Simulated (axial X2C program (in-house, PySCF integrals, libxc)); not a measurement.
Spin–orbit effects down a group: molecules with Cr (ions), PBE0

Computed with an in-house relativistic program for diatomic molecules, spin-free (one-electron X2C) or two-component (2c: spin–orbit coupling with atomic mean-field Coulomb and Gaunt terms, which also bring small scalar terms), in Dyall basis sets with cores contracted in-house; open shells are unrestricted.

Basis sets: Cr dyall-cv3z, O dyall-av3z, S dyall-av3z, Se dyall-cv3z, Te dyall-cv3z.

```tsv
molecule	spin-free state	Re (Å)	ωe (cm⁻¹)	De (eV)	2c state	Re 2c (Å)	ωe 2c (cm⁻¹)	De 2c (eV)
CrO⁺	M_S = 3/2, Λ = 0	1.579	765.8	2.99	Ω = 3/2	1.580	764.3	2.98
CrS⁺	?	?	?	?	?	?	?	?
CrSe⁺	M_S = 3/2, Λ = 0	2.264	291.4	2.25	Ω = 3/2	2.266	290.4	2.19
CrTe⁺	M_S = 3/2, Λ = 0	2.514	233.6	2.14	Ω = 3/2	2.519	230.6	1.92
```

**Question.** Estimate the 2c Re and ωe of CrS⁺ as the mean of its neighbours in the table.

**Answer.** Re ≈ 1.923 Å, ωe ≈ 527.3 cm⁻¹. The PBE0 runs give the row below, so the estimate misses by -0.179 Å and 121.5 cm⁻¹.

```json
{"molecule": "CrS⁺", "spin-free state": "M_S = 3/2, Λ = 0", "Re (Å)": "2.102", "ωe (cm⁻¹)": "406.4", "De (eV)": "2.40", "2c state": "Ω = 3/2", "Re 2c (Å)": "2.102", "ωe 2c (cm⁻¹)": "405.8", "De 2c (eV)": "2.39"}
```

Fragments in 2c: Cr+ + O, Cr+ + S, Se + Cr+, Te + Cr+. Each entry is the lowest single determinant of a limited PBE0 search at one distance. De goes to single-determinant-based atoms at the same level (for ions the charge split of lowest energy) and is withheld (n/a) where an atom does not fit its ground term or J level. Main or longest-lived isotopes. One determinant is a doubtful description, or other states lie close, for CrO⁺, CrS⁺, CrSe⁺, CrTe⁺; these need not be ground states, and all values refer to the states named. With several unpaired electrons the Ω given is that of one determinant, not necessarily of the lowest component. Some light 2c atoms are not at their ground J level, so De misses part of their lowering (0.04 eV or less). The functionals have no current term, which raises determinants with orbital currents.
